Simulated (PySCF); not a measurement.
A survey of $^{31}$P NMR shifts

[PySCF: coordinates at the GFN2-xTB level; PBE0/pcSseg-1 with gauge-including orbitals; one conformer; fast rotation and ring inversion assumed for equivalent nuclei; non-relativistic; no solvent model]

Shieldings were converted by a linear fit to measured shifts: $^{31}$P (scatter 18.1 ppm rms vs H3PO4, solution or neat liquid). A few per cent of atoms miss by over 2 rms, more outside the fitted compound classes.

(1) Give the $^{31}$P shifts of `O=P1(P)CCCCC1`, `C/C=C\[P@H](=O)P(C)C`.

(2) Match the shifts 26.6, 0.8, -51.4 ppm to `CC[P@@]1(=S)[C@H](C)[C@@H]1C`, `CC(C)[C@@H]1CC[P@@H]1=S`, `C=CC[P@@](C)(=S)CC`.

Results:

(1) 
| compound | environment | δ (ppm) |
| --- | --- | --- |
| [O:1]=[P:2]1([PH2:3])[CH2:4][CH2:5][CH2:6][CH2:7][CH2:8]1 | P2: phosphorus bonded to 2 C, O, P, in a 6-membered ring | 28.2 |
| [O:1]=[P:2]1([PH2:3])[CH2:4][CH2:5][CH2:6][CH2:7][CH2:8]1 | P3: phosphorus bonded to P, 2 H | -150.7 |
| [CH3:1]/[CH:2]=[CH:3]\[P@H:4](=[O:5])[P:6]([CH3:7])[CH3:8] | P4: phosphorus bonded to C, O, P, H | 5.4 |
| [CH3:1]/[CH:2]=[CH:3]\[P@H:4](=[O:5])[P:6]([CH3:7])[CH3:8] | P6: phosphorus bonded to 2 C, P | -56.2 |

(2) 26.6: C=CC[P@@](C)(=S)CC (phosphorus bonded to 3 C, S); 0.8: CC(C)[C@@H]1CC[P@@H]1=S (phosphorus bonded to 2 C, S, H, in a 4-membered ring); -51.4: CC[P@@]1(=S)[C@H](C)[C@@H]1C (phosphorus bonded to 3 C, S, in a 3-membered ring).
